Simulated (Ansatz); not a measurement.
Coupled-cluster diagnostics for PbSe₂⁻ (the lowest doublet isomer of a short search), Ansatz.

Geometry of the doublet (r2SCAN-D4/def2-TZVPD):

```xyz
3

Pb    0.3356   -0.6617   -0.0547
Se   -2.1923   -0.6681   -0.3101
Se    1.8567    1.3297    0.3649
```

In the def2 sets Pb takes a core potential; there is no spin–orbit coupling. Correlated methods freeze 22 core orbitals; core or outer-core shells of Pb, Se are correlated, in sets that lack core-valence functions. The structure comes from a short search, and lower isomers may exist.

Geometry of the charge -1 quartet (r2SCAN-D4/def2-TZVPD):

```xyz
3

Pb    1.0642   -0.6258   -0.1561
Se   -1.0451   -0.9240    1.5385
Se   -0.0191    1.5497   -1.3824
```

Task: Estimate the CCSD(T) correlation energy, the shares of MP2 and (T), T1 and the reference's ⟨S²⟩ for: charge -1, doublet, own geometry in def2-SVPD; charge -1, quartet, own geometry in def2-SVPD; and the rough time on 4 threads of Arm Neoverse V2 on a shared host.

Result: 
| state | basis | correlation (eV) | MP2 share (%) | (T) share (%) | T1 | ⟨S²⟩ (pure) | wall time |
| --- | --- | --- | --- | --- | --- | --- | --- |
| charge -1, doublet, own geometry | def2-SVPD | -16.425 | 95.1 | 4.1 | 0.019 | 0.82 (0.75) | 20 s |
| charge -1, quartet, own geometry | def2-SVPD | -15.199 | 93.5 | 3.2 | 0.026 | 3.78 (3.75) | 30 s |
Customary marks for T1 are 0.02 (closed shells), 0.045 (open shells) and about 0.05 (3d metals). T1 exceeds 0.02 in 1 of 2 rows and 0.045 in 0; the higher it lies, the less the single-reference result can be trusted.
